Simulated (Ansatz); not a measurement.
Cost and result for the atomization energy of CH6OSSi2 (`[SiH3]OC1[SiH2]S1`) (11 atoms, 11 bonds).

```csv
atom,x (Å),y (Å),z (Å)
Si1,0.975,-0.464,-1.528
O2,1.162,0.227,-0.039
C3,0.094,0.848,0.597
Si4,-1.273,-0.128,1.410
S5,0.224,0.900,2.442
H6,2.269,-1.103,-1.849
H7,0.633,0.562,-2.551
H8,-0.125,-1.466,-1.485
H9,-0.110,1.842,0.200
H10,-2.662,0.382,1.457
H11,-1.188,-1.602,1.346
```

Total charge 0; spin multiplicity 1. The geometry is a stationary point of PBE0-D4/def2-TZVP. It is one conformer, not always the lowest. Program: Ansatz. All runs use 4 threads of an Arm Neoverse V1 on a shared host. Times are those of one run each, without the atoms' runs, and a repeat can differ threefold. Electronic energies, without spin–orbit coupling; frozen cores. CCSD(T)/CBS adds CCSD(T) − MP2 in def2-TZVPP to the MP2 limit, and its time is that of the two runs behind it. T1 = 0.014. B3LYP takes the VWN-RPA correlation (the form of Gaussian; ORCA's B3LYP/G).

CCSD(T)/CBS is a level of theory with its own doubt, some kJ/mol a heavy atom from the limit and from the frozen cores, so smaller differences don't rank the functionals.

| level | functions | wall time |
| --- | --- | --- |
| PBE-D4/def2-TZVPP (with forces) | 272 | 3.5 s |
| PBE0-D4/def2-TZVPP | 272 | 4.8 s |
| r2SCAN-D4/def2-TZVPP (with forces) | 272 | 7 s |
| B3LYP-D4/def2-TZVPP (with forces) | 272 | 7.5 s |
| B2PLYP/def2-TZVPP | 272 | 8.5 s |
| ωB97X-V/def2-TZVPP | 272 | 12 s |
| ωB97M-V/def2-TZVPP (with forces) | 272 | 17 s |
| MP2/def2-QZVPP | 504 | 30 s |
| CCSD(T)/def2-TZVPP | 272 | 3.5 min |
| CCSD(T)/CBS(def2) | – | 4 min |

(1) What atomization energy does each give, and how far from CCSD(T)/CBS? (Estimate.)

Answers

(1) Computed: 
```
                             level  atomization (kcal/mol)  difference from CCSD(T)/CBS  per bond
   PBE-D4/def2-TZVPP (with forces)                   892.8                          8.1       0.7
                PBE0-D4/def2-TZVPP                   878.9                         -5.8      -0.5
r2SCAN-D4/def2-TZVPP (with forces)                   886.8                          2.1       0.2
 B3LYP-D4/def2-TZVPP (with forces)                   879.5                         -5.2      -0.5
                 B2PLYP/def2-TZVPP                   869.0                        -15.7      -1.4
                ωB97X-V/def2-TZVPP                   890.4                          5.7       0.5
  ωB97M-V/def2-TZVPP (with forces)                   887.2                          2.5       0.2
                    MP2/def2-QZVPP                   886.7                          2.0       0.2
                CCSD(T)/def2-TZVPP                   857.0                        -27.7      -2.5
                 CCSD(T)/CBS(def2)                   884.7                          0.0       0.0
```

The D4 term adds +11.5 kcal/mol with B3LYP and +6.0 kcal/mol with PBE0; it sums over pairs of atoms, weighted by their polarisabilities, and B3LYP, whose exchange is more repulsive, gets the larger term. In def2-TZVPP, CCSD(T) changes the Hartree–Fock value by +227.3 kcal/mol (the triples alone add +14.9 kcal/mol) and MP2 by +240.5 kcal/mol; breaking electron pairs costs correlation energy, which Hartree–Fock lacks. From PBE to PBE0 (25 % exact exchange), in def2-TZVPP and without D4, the atomization energy moves by −12.8 kcal/mol: exact exchange takes away binding that semilocal exchange gives to molecules.
